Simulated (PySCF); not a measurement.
**Magnetisability: `[SiH3]CO[SiH2]NC=O`, C2H9NO2Si2**

Geometry:
```
atom   x (Å)   y (Å)   z (Å)
  O1   3.819  -0.371  -0.464
  C2   3.303  -0.605   0.600
  N3   1.989  -0.471   0.809
 Si4   1.036   0.070  -0.551
  O5  -0.411   0.073   0.175
  C6  -1.640   0.430  -0.422
 Si7  -2.951   0.227   0.945
  H8   3.882  -0.948   1.478
  H9   1.604  -0.679   1.716
 H10   1.100  -0.900  -1.640
 H11   1.444   1.410  -0.963
 H12  -1.573   1.453  -0.803
 H13  -1.821  -0.212  -1.288
 H14  -4.263   0.582   0.398
 H15  -2.593   1.115   2.050
 H16  -2.932  -1.166   1.386
```

Theory: GIAO PBE/pcSseg-1 magnetisability, rotational g tensor and spin-rotation constants, non-relativistic, gas phase (PySCF). Geometry: GFN2-xTB.

(1) What are the magnetisability and the molar susceptibility?

(2) Split it along the inertial axes a, b, c into diamagnetic and paramagnetic parts about the centre of mass, with the quadrupole moment.

(3) And the rotational g tensor?

## Answers

(1) Isotropic -1135 × 10⁻³⁰ J/T², or -68.4 × 10⁻⁶ cm³/mol; principal values -1198, -1152, -1056 × 10⁻³⁰ J/T², anisotropy 125 × 10⁻³⁰ J/T² (root of half the summed squared differences of the principal values). The susceptibility is in cgs units.

(2) 
| axis | χ (10⁻⁶ cm³/mol) | diamagnetic (10⁻⁶ cm³/mol) | paramagnetic (10⁻⁶ cm³/mol) | summed x² of all electrons (Å²) | quadrupole Θ (D Å) |
| --- | --- | --- | --- | --- | --- |
| a | -71.1 | -302.6 | 231.5 | 444.0 | -12.63 |
| b | -64.6 | -1967.4 | 1902.7 | 51.6 | +10.47 |
| c | -69.4 | -2102.7 | 2033.3 | 19.7 | +2.15 |

Anisotropies 2χaa − χbb − χcc = -8.3 and 2χbb − χaa − χcc = +11.2 × 10⁻⁶ cm³/mol. Θ is traceless in Buckingham's convention.

(3) 
```csv
axis,rotational constant (GHz),g,nuclear part,electronic part
a,7.1702,-0.0968,0.6829,-0.7796
b,0.6305,-0.0145,0.5492,-0.5636
c,0.5896,-0.0109,0.5524,-0.5632
```
Asymmetric top; isotopes 12C, 1H, 14N, 16O, 28Si; no vibrational averaging.
